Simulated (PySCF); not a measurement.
(E)-3-methoxyprop-2-en-1-amine (C₄H₉NO), SMILES CO/C=C/CN. Atoms are numbered in the order given.

```xyz
15

C      2.4814    -0.1513     0.2750
O      1.6439    -1.0721    -0.3645
C      0.3194    -0.8673    -0.2807
C     -0.3353     0.1195     0.3488
C     -1.8328     0.2330     0.3269
N     -2.3683     1.3980    -0.3614
H      3.5141    -0.4799     0.1019
H      2.3514     0.8669    -0.1343
H      2.2889    -0.1164     1.3625
H     -0.2232    -1.6530    -0.8180
H      0.2140     0.9024     0.8825
H     -2.2236     0.2476     1.3594
H     -2.2584    -0.6741    -0.1361
H     -1.9708     1.4455    -1.2989
H     -2.0617     2.2492     0.1075
```

Geometry: PBE0-D3(BJ)/def2-SVP. One conformer was computed; it need not be the lowest.

Calculation: TDDFT-PBE/def2-SVPD in PySCF.

Vertical excitations. Isolated molecule, no solvent.

Computed UV-visible absorptions:
```tsv
state	energy (eV)	λ (nm)	f	main pairs
S1	5.24	237	0.055	HOMO→LUMO+1 78 %, HOMO→LUMO 20 %
S2	5.33	232	0.054	HOMO→LUMO 47 %, HOMO−1→LUMO 31 %, HOMO→LUMO+1 19 %
S3	5.69	218	0.002	HOMO→LUMO+2 91 %
S4	5.76	215	0.020	HOMO→LUMO+3 95 %
S5	5.91	210	0.018	HOMO−1→LUMO+1 89 %
S6	6.28	198	0.037	HOMO→LUMO+4 85 %
S7	6.34	196	0.053	HOMO−1→LUMO+2 53 %, HOMO−1→LUMO+3 17 %, HOMO→LUMO+4 12 %, HOMO−1→LUMO 9 %
S8	6.38	194	0.003	HOMO−1→LUMO+3 54 %, HOMO−1→LUMO+2 38 %
S9	6.58	188	0.005	HOMO→LUMO+5 94 %
S10	6.71	185	0.139	HOMO−1→LUMO 26 %, HOMO−1→LUMO+3 19 %, HOMO→LUMO 14 %, HOMO−1→LUMO+4 10 %
T1	4.27	291	0	HOMO→LUMO 84 %
T2	5.13	242	0	HOMO→LUMO+1 72 %, HOMO−1→LUMO 17 %
T3	5.28	235	0	HOMO−1→LUMO 67 %, HOMO→LUMO+1 25 %
T4	5.61	221	0	HOMO→LUMO+2 97 %
```
Triplets are in the Tamm–Dancoff approximation, which puts them higher than full response would, so one can lie above its singlet here.
